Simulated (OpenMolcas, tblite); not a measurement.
A ladder of methods for GeH2Cl2 (dichlorogermane)

GeH2Cl2: 5 atoms, total charge 0, spin state singlet. SMILES: `[Cl][GeH2][Cl]`. The coordinates come from a PBE0-D4/def2-TZVP relaxation.

Each level gives the HOMO–LUMO gap (eV). The values are calculated.

| level | kind | program | value (eV) |
| --- | --- | --- | --- |
| IPEA1-xTB | semi-empirical | tblite | 6.48 |
| HF/def2-SVPD | Hartree–Fock | OpenMolcas | 14.17 |
| SVWN5/def2-SVPD | LDA | OpenMolcas | 5.68 |
| PBE/def2-SVPD | GGA | OpenMolcas | 5.84 |
| revPBE/def2-SVPD | GGA | OpenMolcas | 5.89 |
| M06-L/def2-SVPD | meta-GGA | OpenMolcas | 6.67 |
| PBE0/def2-SVPD | global hybrid | OpenMolcas | 8.13 |
| B2PLYP/def2-SVPD | double hybrid | OpenMolcas | 10.48 |

All-electron rows without a relativistic Hamiltonian named are non-relativistic. The values span 5.68 to 14.17 eV. Orbital gaps aren't excitation energies, and those of double hybrids come from the SCF part alone; they tend to grow with the share of exact exchange.
